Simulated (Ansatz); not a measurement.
Wavefunction ladder for C₂H₆FNOSi, SMILES `C=NC(F)O[SiH3]`

| atom | x (Å) | y (Å) | z (Å) |
| --- | --- | --- | --- |
| C1 | -1.3591 | 1.3169 | -0.8002 |
| N2 | -0.2725 | 0.9054 | -0.3167 |
| C3 | 0.4641 | -0.1184 | -0.9917 |
| F4 | -0.2659 | -0.7425 | -1.9768 |
| O5 | 0.8646 | -1.0714 | -0.1002 |
| Si6 | 0.7405 | -0.9102 | 1.5537 |
| H7 | -1.9088 | 2.0863 | -0.2605 |
| H8 | -1.7826 | 0.9378 | -1.7328 |
| H9 | 1.3286 | 0.3352 | -1.4919 |
| H10 | 1.3173 | -2.1814 | 2.0506 |
| H11 | -0.6650 | -0.7922 | 2.0122 |
| H12 | 1.5388 | 0.2344 | 2.0542 |

Charge 0, multiplicity 1. All single points use the PBE0-D4/def2-TZVP geometry. It is one conformer, not always the lowest. Frozen core, restricted reference, Ansatz. CBS rows extrapolate triple and quadruple zeta; past MP2 they add the triple-zeta difference.

| basis | HF (Eh) | MP2 corr. | CCSD corr. | (T) | CCSD(T) total |
| --- | --- | --- | --- | --- | --- |
| def2-TZVPP | -597.06752 | -1.12871 | ? | -0.04530 | ? |
| def2-QZVPP | ? | -1.21637 | – | – | – |
| CBS(def2) | -597.09386 | ? | ? | as TZ | ? |

Task: Fill in the withheld values. (Estimate.)

Result: Ansatz gave: def2-TZVPP CCSD corr.: -1.16682; def2-TZVPP CCSD(T) total: -598.27964; def2-QZVPP HF (Eh): -597.09067; CBS(def2) MP2 corr.: -1.28131; CBS(def2) CCSD corr.: -1.31942; CBS(def2) CCSD(T) total: -598.45858.
